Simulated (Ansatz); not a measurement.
C₂H₇BN (`CC[B]N`) radical, relaxed with UKS PBE-D4/def2-SVP in Ansatz 0.2.0 from a rough embedded geometry. The force threshold is 0.03 eV/Å; the program also tests the step.

Total charge 0; spin multiplicity 2.

Start:

```xyz
11

C    -1.014    1.294   -0.061
C     0.083    0.408   -0.463
B     0.137   -0.830    0.504
N     1.303   -1.889    0.356
H    -1.079    2.197   -0.798
H    -2.032    0.823   -0.130
H    -0.888    1.736    0.965
H    -0.030    0.059   -1.485
H     1.036    0.971   -0.373
H     1.766   -1.955    1.248
H     0.719   -2.814    0.237
```

| step | energy (eV) | largest force (eV/Å) | largest move (Å) |
| --- | --- | --- | --- |
| 1 | -4343.1696 | 3.945 | 0.000 |
| 2 | -4343.6538 | 1.716 | 0.101 |
| 3 | -4343.7839 | 0.885 | 0.175 |
| 4 | -4343.9581 | 2.083 | 0.197 |
| 5 | -4344.1758 | 2.709 | 0.195 |
| 6 | -4344.3501 | 1.973 | 0.191 |
| 7 | -4344.5991 | 1.611 | 0.199 |
| 8 | -4344.6646 | 0.718 | 0.143 |
| 9 (rejected) | -4344.6376 | 0.983 | 0.200 |
| 10 | -4344.6871 | 0.740 | 0.068 |
| 11 (rejected) | -4344.6842 | 0.333 | 0.100 |
| 12 | -4344.6958 | 0.042 | 0.019 |
| 13 (rejected) | -4344.6948 | 0.085 | 0.035 |
| 14 | -4344.6961 | 0.012 | 0.011 |

End:

```xyz
11

C    -1.026    1.331   -0.060
C     0.077    0.351   -0.492
B    -0.036   -1.104    0.091
N     0.988   -1.904    0.583
H    -0.907    2.326   -0.536
H    -2.031    0.946   -0.327
H    -1.023    1.488    1.039
H     0.056    0.243   -1.602
H     1.084    0.779   -0.259
H     1.970   -1.599    0.640
H     0.849   -2.856    0.924
```

Run time 13 s (4 threads of an Intel Xeon Platinum 8488C on a shared host); peak host memory 0.17 GiB.
